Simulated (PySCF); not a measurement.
Species: C4H4Se.
SMILES: `C#CC(C)=[Se]`

The calculation used PBE0-D3(BJ)/def2-SVP geometry optimisation, gas phase (PySCF).

Masses are those of the commonest isotopes; rigid-rotor values at the optimised geometry. 

Give the principal moments of inertia and the rotational constants in GHz.

Ia = 88.63, Ib = 242.57, Ic = 328.04 u·Å²; 505379 MHz·u·Å²/I gives 5702, 2083 and 1541 MHz, that is A = 5.7021, B = 2.0835, C = 1.5406 GHz.

Classify the top.

An asymmetric top: κ = (2 × 2083 − 5702 − 1541)/(5702 − 1541) = -0.74.

Is it planar, by Δ = Ic − Ia − Ib?

Not planar: Δ = Ic − Ia − Ib = -3.15 u·Å². For a rigid frame Δ = −2 Σ m c², so Σ m c² = 1.58 u·Å² lies off the ab plane, practically all of it from hydrogen. The atom farthest from that plane is 0.89 Å away.

Give the other two planar moments, Paa and Pbb, and the rms extents of the mass along the axes.

Paa = Σ m a² = (Ib + Ic − Ia)/2 = 240.99 and Pbb = Σ m b² = (Ia + Ic − Ib)/2 = 87.05 u·Å². With the mass M = 131.95 u, the rms extents √(P/M) along a, b and c are 1.35, 0.81, 0.11 Å.

Give the coordinates in the principal-axis frame, origin at the centre of mass.

The sense of each axis is arbitrary; atoms in the order of the calculation.
```
atom  mass (u)   a (Å)   b (Å)   c (Å)
  C1    12.000  -2.769   1.056   0.001
  C2    12.000  -1.772   0.359  -0.001
  C3    12.000  -0.635  -0.485  -0.001
  C4    12.000  -0.894  -1.959   0.000
 Se5    79.917   0.994   0.221   0.000
  H6     1.008  -3.634   1.694   0.003
  H7     1.008  -1.479  -2.234   0.894
  H8     1.008  -1.509  -2.234  -0.873
  H9     1.008   0.046  -2.523  -0.015
```

Which lines would a microwave search look for?

The dipole components are |μa| = 2.17 D, |μb| = 0.92 D, |μc| = 0.00 D; the mirror of this Cs structure is the ab plane, so μc vanishes by symmetry (the 0.01 D computed is a residue) and there are no c-type lines. Intensities carry the squares of the components, which stand as 1.00 : 0.18 (a : b). Some lines, for components of 0.1 D or more:

```
type  branch         J(Ka,Kc)    MHz  lower level (cm⁻¹)
   b       R  3(1,2) ← 2(2,1)    793               0.882
   a       Q  2(1,1) ← 2(1,2)   1629               0.465
   a       Q  3(1,2) ← 3(1,3)   3254               0.800
   b       R  2(0,2) ← 1(1,1)   3573               0.242
   b       Q  1(1,0) ← 1(0,1)   4162               0.121
   b       Q  3(1,2) ← 3(0,3)   5760               0.716
   a       R  2(1,2) ← 1(1,1)   6705               0.242
   a       R  2(0,2) ← 1(0,1)   7191               0.121
   b       R  1(1,1) ← 0(0,0)   7243               0.000
   a       R  2(1,1) ← 1(1,0)   7791               0.260
   a       R  3(1,3) ← 2(1,2)  10024               0.465
   b       Q  3(2,1) ← 3(1,2)  10358               0.908
   a       R  3(0,3) ← 2(0,2)  10650               0.361
   a       R  3(2,2) ← 2(2,1)  10872               0.882
   b       Q  2(2,0) ← 2(1,1)  10913               0.520
   a       R  3(2,1) ← 2(2,0)  11095               0.884
   a       R  3(1,2) ← 2(1,1)  11649               0.520
   b       Q  2(2,1) ← 2(1,2)  12485               0.465
   b       R  3(1,3) ← 2(0,2)  13156               0.361
   b       R  2(2,1) ← 1(1,0)  18647               0.260
   b       R  3(3,1) ← 2(2,0)  30300               0.884
```

Estimate the classical rotational partition function at 10 K, 50 K and 200 K.

Point group Cs, symmetry number σ = 1; q = (√π/σ)·√((kT/h)³/(ABC)), k/h = 20836.6 MHz/K: 1250 at 10 K, 13900 at 50 K, 111000 at 200 K.

Not checked by PBE0-D3(BJ)/def2-SVP frequencies. No vibrational averaging or centrifugal distortion is included, and the geometry carries the error of its method. A rigid rotor knows nothing of internal rotation, which can split or shift real lines.
